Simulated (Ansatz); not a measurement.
Start from `CC[SiH]` and change one atom or group to get `CC[Si]F`.

Ansatz, PBE0-D4/def2-TZVP geometries, multiplicity 1. Each molecule was computed in one conformer, which needn't be the lowest.

```csv
property,`CC[SiH]`
LUMO energy (ωB97M-V/def2-TZVPP) / eV,-0.49
HOMO–LUMO gap (PBE0/def2-TZVPP) / eV,3.78
size of the dipole moment (ωB97M-V/def2-TZVPP) / D,1.06
size of the dipole moment (B3LYP/def2-TZVPP) / D,1.14
HOMO energy (ωB97M-V/def2-TZVPP) / eV,-8.33
HOMO energy (PBE0/def2-TZVPP) / eV,-6.24
```

(1) Give the same properties after the change, and the shifts. (Estimate.)

Results:

(1) The calculation gave: 
```tsv
property	`CC[Si]F`	shift
LUMO energy (ωB97M-V/def2-TZVPP) / eV	-0.01	0.48
HOMO–LUMO gap (PBE0/def2-TZVPP) / eV	4.44	0.66
size of the dipole moment (ωB97M-V/def2-TZVPP) / D	1.54	0.48
size of the dipole moment (B3LYP/def2-TZVPP) / D	1.59	0.45
HOMO energy (ωB97M-V/def2-TZVPP) / eV	-8.56	-0.23
HOMO energy (PBE0/def2-TZVPP) / eV	-6.46	-0.22
```

With PBE0 the HOMO falls by 0.22 eV and the LUMO rises by 0.44 eV, so the gap widens by about 0.66 eV. PBE moves the HOMO by -0.14 eV and ωB97M-V by -0.23 eV. Dipoles are sizes alone; their direction can turn.

B3LYP here is the variant with VWN-RPA as its local correlation; programs differ in this.
